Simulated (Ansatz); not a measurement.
Level of theory: frozen-core CCSD(T)/def2-TZVPP // PBE0-D4/def2-TZVP run with Ansatz (an electronic-structure program).

Ansatz 0.2 input:
```yaml
crystal:
  periodic: [false, false, false]
  atoms:
    - { symbol: F, position_ang: [1.425937, -0.367232, -0.104705] }
    - { symbol: Si, position_ang: [-0.052672, 0.006045, 0.391473] }
    - { symbol: H, position_ang: [-0.986172, -1.026717, -0.138318] }
    - { symbol: H, position_ang: [-0.384572, 1.35948, -0.134982] }
basis:
  gaussian: { orbitals: def2-TZVPP }
correlation:
  method: ccsd_t
magnetization:
  spin_polarized: true
  initial_magnetization: 1
```

Output:

```
Functional definition: HF
600 factors; integrals over basis functions are off by at most 7.3e-4 eV
mean field evaluation 1: about -10600.0720 eV, gradient 1.9e1 eV
mean field evaluation 2: about -10600.0748 eV, gradient 1.9e1 eV
mean field evaluation 4: about -10601.6674 eV, gradient 2.0e0 eV
mean field evaluation 8: about -10601.7305 eV, gradient 1.4e-3 eV
mean field evaluation 16: about -10601.6638 eV, gradient 2.0e0 eV
mean field -10601.73049908 eV, -389.6064097301 hartree, gradient 1.1e-6 eV, S^2 0.753649; 0 other end points of the search recorded, 0 dependent functions left out
6 core orbitals not correlated
reference -10601.73049908 eV, -389.6064097301 hartree; 7, 6 occupied and 88, 89 virtual orbitals, 600 factors
second order -9.68577816 eV of doubles, -0.00000000 eV of singles
cycle   1  -9.85904305 eV  change   -1.7e-1 eV  update   7.2e-2
cycle   2  -10.10827755 eV  change   -2.5e-1 eV  update   2.4e-2
cycle   3  -10.18033464 eV  change   -7.2e-2 eV  update   1.3e-2
cycle   4  -10.17386045 eV  change    6.5e-3 eV  update   3.7e-3
cycle   5  -10.17352850 eV  change    3.3e-4 eV  update   1.8e-3
cycle   6  -10.17434949 eV  change   -8.2e-4 eV  update   6.0e-4
cycle   7  -10.17422246 eV  change    1.3e-4 eV  update   2.5e-4
cycle   8  -10.17423344 eV  change   -1.1e-5 eV  update   7.4e-5
cycle   9  -10.17426548 eV  change   -3.2e-5 eV  update   2.8e-5
cycle  10  -10.17425356 eV  change    1.2e-5 eV  update   1.2e-5
perturbative correction -0.27955953 eV, -0.0102736234 hartree
Total energy: -10612.18431218 eV, -389.9905802756 hartree
```

Cost: very roughly 13 core-seconds.
